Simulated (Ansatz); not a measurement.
Ideal-gas functions of `SB(Cl)Cl` at 600 K and 1 bar, from an Ansatz frequency run at PBE0-D4/def2-TZVP.

Molar mass 114.79 g/mol, point group Cs (symmetry number 1), electronic degeneracy 1, moments of inertia 159.454, 164.711, 324.165 u Å². Harmonic wavenumbers (cm⁻¹, unscaled): 225, 248, 400, 444, 465, 793, 980, 1017, 2714.

Use S(trans) = R[1.5 ln M + 2.5 ln T − 1.1517]; rotational temperatures θ = 24.2544 K / I; S(rot) = R[ln(√π/σ · √(T³/θAθBθC)) + 1.5]; for each mode x = 1.438777 ν̃/T, S = R[x/(eˣ − 1) − ln(1 − e⁻ˣ)] and H = RT x/(eˣ − 1); 1 cm⁻¹ = 0.0119627 kJ/mol; R = 8.31446 J/(mol·K).

**Question.** By hand: the entropy, in J/(mol·K).

**Answer.** Translation 182.5. Rotation: θ = 0.1521, 0.1473, 0.0748 K, giving 123.6. Vibration, mode by mode: 13.54, 12.76, 8.97, 8.18, 7.83, 4.12, 2.89, 2.70, 0.09, in all 61.1. Electronic 0.0. Sum 367.2 J/(mol·K).

**Question.** By hand: H − E and G − E in kJ/mol, counted from the electronic energy.

**Answer.** Zero-point energy ½ × 7286 × 0.0119627 = 43.6; thermal vibration 20.0; translation, rotation and pV give 4 RT = 20.0. H − E = 83.6 kJ/mol, and G − E = 83.6 − 600 × 367.2/1000 = -136.7 kJ/mol.

Vibration gives 17 % of the entropy. The sum counts one conformer and one mirror image; others add a mixing term.
